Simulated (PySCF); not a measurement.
Ga(GeH3)(OMe)2, SMILES C[O][Ga]([GeH3])[O]C (C2H9GaGeO2) at its GFN2-xTB optimised geometry (Å):

```
15

Ga     0.3376     0.8201     0.0000
Ge     1.2238    -1.3796     0.0000
H      0.7920    -2.1625     1.2057
H      0.7888    -2.1668    -1.2062
H      2.7264    -1.3796     0.0000
O     -0.9651     1.0798     1.1329
C     -1.9677     1.8085     1.8079
H     -2.4419     1.1442     2.5362
H     -1.5399     2.6648     2.3348
H     -2.7264     2.1668     1.1079
O      1.1388     1.8527    -1.1641
C      1.3646     3.0665    -1.8459
H      0.6751     3.8480    -1.5155
H      2.3898     3.3983    -1.6612
H      1.2291     2.9061    -2.9189
```

Calculation: PBE0/def2-TZVP run with PySCF. Cells within 0.4 Å of a nucleus heavier than hydrogen are left out (blank, or x).

Map of the Laplacian of the electron density (e/bohr⁵) on the plane z = 1.5 Å:

```
|66666666666666666666666666666|
|66666666666666666666666666666|
|66666666666666666666666666666|
|66666666666666666666666666666|
|66666666666666666666666666666|
|66666666666666666666666666666|
|66666677777666666666666666666|
|66666776777766666666666666666|
|66666762277776666666666666666|
|66666763xx6987666666666666666|
|66666777754688766666666666666|
|66666677788x09766666666666666|
|66666667789788766666666666666|
|66666666677887766666666666666|
|66666666666776666666666666666|
|66666666666666666666666666666|
|66666666666666666666666666666|
|66666666666666666666666666666|
|66666666666666666666666666666|
|66666666666666666666666666666|
|66666666666666665666666666666|
|66666666666666666666666666666|
|66666666666666666666666666666|
|66666666666666666666666666666|
|66666666666666666666666666666|
|66666666666666666666666666666|
|66666666666666666666666666666|
|66666666666666666666666666666|
|66666666666666666666666666666|
```
Scale: ten equal steps from -1.14 (start of '0') to 0.570 (end of '9'), in the order '0123456789'; x runs from -5.00 to 5.00, y from -5.00 (bottom) to 5.00 (top).
